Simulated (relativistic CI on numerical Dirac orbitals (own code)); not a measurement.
# Br XVIII: q coefficients and field-shift factors

Method of calculation: Dirac-Coulomb-Breit CI, orbitals from a KLI potential per configuration, derivatives by finite differences, unscaled Slater integrals, QED left out (own radial code, finite nucleus).

Configuration list (outside the closed core [Ne]): 3s2 3p6, 3s2 3p5 3d, 3s 3p6 3d, 3s2 3p5 4s, 3p6 3d2, 3p5 3d3, 3p5 3d2 4s. Double excitations out of closed p, d and f shells are left out; levels of such configurations are missing from the list, as are those of other unlisted configurations, and high levels can miss mixing partners.

With x = (α/α₀)² − 1 an excitation energy changes as ω = ω₀ + qx; K = 2q/ω₀ is the relative enhancement. Terms are leading LS components, so labels can repeat. The field-shift factor is F = δν/δ⟨r²⟩ for the transition from the lowest level.

Lowest level 3s2 3p6 1S_0.

```csv
Level,ω₀ (cm⁻¹),q (cm⁻¹),F (GHz/fm²)
3s2 3p5 3d 3P°_0,678223,5799,0.839
3s2 3p5 3d 3P°_1,689067,13190,0.824
3s2 3p5 3d 3P°_2,711676,27840,0.809
3s2 3p5 3d 3F°_4,720610,18870,0.929
3s2 3p5 3d 3F°_3,724120,11610,0.845
3s2 3p5 3d 3F°_2,741451,20670,0.809
3s2 3p5 3d 3D°_3,773955,18870,0.977
3s2 3p5 3d 3D°_1,799319,45660,0.668
3s2 3p5 3d 1D°_2,802147,70660,0.428
3s2 3p5 3d 3D°_2,824099,83120,0.494
3s2 3p5 3d 1F°_3,831920,89810,0.437
3s2 3p5 3d 1P°_1,1020278,50990,0.798
3s 3p6 3d 3D_1,1370814,102800,-72.3
```

At this charge energies of transitions that change n are usually good to better than 1 %, and those within a shell (Δn = 0) to a few per cent.

Problem. Which transition from the lowest level has the largest |K|?

Solution. 3s2 3p5 3d 1F°_3 at 831920 cm⁻¹, K = 0.216.
